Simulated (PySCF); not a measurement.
Parent: `[CH3:1][B:2]([F:3])[F:4]`, CH3BF2.

Method used: PBE0-D3(BJ)/def2-SVP geometry optimisation, gas phase (PySCF). One conformer each, not checked by frequencies here.

```csv
coordinate of the parent,value
C1–B2,1.558 Å
B2–F3,1.323 Å
B2–F4,1.323 Å
C1–B2–F3,122.9°
C1–B2–F4,121.2°
F3–B2–F4,115.9°
```

How does the shared frame change in `[F:1][B:2]([F:3])[CH2:4][S:5][SiH3:6]` with F1–B2–C4–S5 -83°, B2–C4–S5–Si6 73°, CH5BF2SSi? Atoms pair as C1 = C4, B2 = B2, F3 = F3, F4 = F1 (parent first).

```tsv
parent	relative	value in the relative	change
C1–B2	C4–B2	1.558 Å	0.000
B2–F3	B2–F3	1.317 Å	-0.006
B2–F4	B2–F1	1.324 Å	+0.001
C1–B2–F3	C4–B2–F3	122.7°	-0.2
C1–B2–F4	C4–B2–F1	120.4°	-0.8
F3–B2–F4	F3–B2–F1	116.9°	+1.0
```

Of the parent's bonds, B2–F3 changes most (-0.006 Å). Bonds of the relative outside the shared frame: C4–S5 1.848, S5–Si6 2.155 Å.

How does the shared frame change in `[F:1][B:2]([F:3])[CH2:4][B:5]([Cl:6])[Cl:7]` with F1–B2–C4–B5 -96°, B2–C4–B5–Cl6 -91°, CH2B2Cl2F2? Atoms pair as C1 = C4, B2 = B2, F3 = F1, F4 = F3 (parent first).

```csv
parent,relative,value in the relative,change
C1–B2,C4–B2,1.563 Å,+0.005
B2–F3,B2–F1,1.319 Å,-0.004
B2–F4,B2–F3,1.318 Å,-0.005
C1–B2–F3,C4–B2–F1,121.7°,-1.2
C1–B2–F4,C4–B2–F3,121.4°,+0.2
F3–B2–F4,F1–B2–F3,116.8°,+0.9
```

Of the parent's bonds, C1–B2, B2–F3 and B2–F4 change most and about equally (-0.005 to +0.005 Å). Bonds of the relative outside the shared frame: C4–B5 1.559, B5–Cl6 1.751, B5–Cl7 1.752 Å.
